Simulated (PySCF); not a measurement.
Species: C₄H₁₁As.
Cartesian coordinates in Å at the PBE0-D3(BJ)/def2-SVP level; atoms count from 1:
```
atom  x, y, z in Å
C1     1.8571   -0.5841   -0.2228
C2     0.7773    0.4364    0.1140
C3    -0.6176   -0.1607    0.2937
C4    -1.1688   -0.8062   -0.9729
As5   -1.9586    1.1455    0.9722
H6     2.8455   -0.1042   -0.2877
H7     1.6729   -1.0813   -1.1873
H8     1.9191   -1.3684    0.5490
H9     0.7344    1.2078   -0.6758
H10    1.0613    0.9698    1.0361
H11   -0.5748   -0.9263    1.0900
H12   -0.5202   -1.6246   -1.3227
H13   -1.2429   -0.0719   -1.7924
H14   -2.1721   -1.2295   -0.8124
H15   -1.0590    1.7337    2.0569
H16   -1.5811    2.2497   -0.0147
```

Level: CAM-B3LYP/def2-SVPD in PySCF, non-relativistic, on one gas-phase PBE0-D3(BJ)/def2-SVP geometry that isn't relaxed in the solvent. The solvent is an IEF-PCM continuum (van der Waals radii × 1.2). Specific hydrogen bonds and non-electrostatic terms are outside this model. Spin–orbit coupling is left out although an atom past zinc is present.

Gas phase at CAM-B3LYP/def2-SVPD: HOMO -8.32 eV, LUMO 1.03 eV, dipole 1.13 D.

Task: What does the continuum do to the energy, the frontier levels and the dipole at CAM-B3LYP/def2-SVPD in chloroform and dimethylsulfoxide?

Result: 
```csv
solvent,ε,E(solvent) − E(gas) (kcal/mol),polarisation term (kcal/mol),distortion of the solute (kcal/mol),HOMO (eV),LUMO (eV),dipole (D)
chloroform,4.711,-0.98,-1.09,0.11,-8.28,1.17,1.41
dimethylsulfoxide,46.83,-1.40,-1.64,0.24,-8.29,1.21,1.53
```

Polarisation term: ½ Σ q·V over the induced surface charges. Distortion: the rise of the solute's own energy as its density leaves the gas-phase optimum. From chloroform to dimethylsulfoxide the lowering changes by a factor 1.42, Onsager's factor (ε − 1)/(2ε + 1) by 1.36 and ε itself by 9.9.

Task: Which radius a makes the point-dipole formula ΔE = −[(ε − 1)/(2ε + 1)]·μ²/a³ give the value in dimethylsulfoxide, with the gas-phase dipole?

Result: μ = 0.445 au and |ΔE| = 0.00222 Eh give a = 1.86 Å; the farthest nucleus lies 2.95 Å from the centroid of the nuclei, so such a sphere wouldn't even hold the nuclei. The formula assumes a rigid point dipole at the centre of a sphere.

Task: Give the dipole vector in the frame of the coordinates (D, pointing from negative to positive charge), gas and dimethylsulfoxide.

Result: Gas (0.96, -0.50, -0.33), solvent (1.33, -0.64, -0.41). Its length changes by +35 % and its direction by 2°.

Task: How does the static polarisability (CAM-B3LYP/def2-SVPD, frozen core, with the continuum's full static response) change?

Result: 
| medium | isotropic (au) | principal values (au) | ⟨r²⟩ of the electrons (bohr²) |
| --- | --- | --- | --- |
| gas | 83.0 | 72.2, 80.0, 96.7 | 946.7 |
| chloroform | 106.3 | 95.4, 102.9, 120.5 | 947.0 |
| dimethylsulfoxide | 118.9 | 110.2, 115.4, 131.2 | 947.1 |

The isotropic value in dimethylsulfoxide is 1.43 times the gas-phase one; no cavity-field correction is applied. ⟨r²⟩ is taken about the centre of nuclear charge.
